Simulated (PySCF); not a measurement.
# Worked example: entropy of an ideal gas

C2H2F3, SMILES C(F)[C](F)F (connectivity only; charge and spin as stated), charge +1, multiplicity 1.

Coordinates come from a ωB97X-D3(BJ)/def2-SVP optimisation. The multiplicity is an assumed one; other spin states were not compared. The isomer is the one that the SMILES or the coordinates give; other isomers of the formula were not compared. Other conformers were not sampled.

ωB97X-D3(BJ)/def2-SVP (PySCF) gives the harmonic wavenumbers 123, 237, 485, 485, 641, 884, 1002, 1227, 1250, 1352, 1388, 1574, 1654, 3019, 3070 cm⁻¹ and the rotational temperatures 0.5015, 0.1874, 0.1389 K. The molar mass is 83.03 g/mol, the symmetry number 1, the spin multiplicity 1.

Q: Work out the entropy at 298.15 K and 1 atm in the rigid-rotor, harmonic-oscillator model.

A: 
Translation (Sackur–Tetrode at 1 atm): S = R[1.5 ln M + 2.5 ln T − 1.16487] = 163.9 J/(mol K).
Rotation: q = (√π/σ) T^1.5/√(θA θB θC) = 79900, S = R[ln q + 3/2] = 106.3 J/(mol K).
Vibration: with u = 1.4388 ν/T, each mode gives R[u/(e^u − 1) − ln(1 − e^−u)]:
| ν (cm⁻¹) | modes | u | S (J/(mol K)) |
|---|---|---|---|
| 123 | 1 | 0.59 | 12.77 |
| 237 | 1 | 1.14 | 7.64 |
| 485 | 2 | 2.34 | 5.83 |
| 641 | 1 | 3.09 | 1.61 |
| 884 | 1 | 4.27 | 0.62 |
| 1002 | 1 | 4.84 | 0.39 |
| 1227 | 1 | 5.92 | 0.15 |
| 1250 | 1 | 6.03 | 0.14 |
| 1352 | 1 | 6.52 | 0.09 |
| 1388 | 1 | 6.70 | 0.08 |
| 1574 | 1 | 7.60 | 0.04 |
| 1654 | 1 | 7.98 | 0.03 |
The stiffer modes add less than 0.005 each. Sum 29.4 J/(mol K).
Spin: R ln 1 = 0.0 J/(mol K).
Total 299.6 J/(mol K); the program's own thermochemistry gives 299.6. Translation makes up 55 % and vibration 10 %. Anharmonicity, hindered rotation and orbital degeneracy are left out.
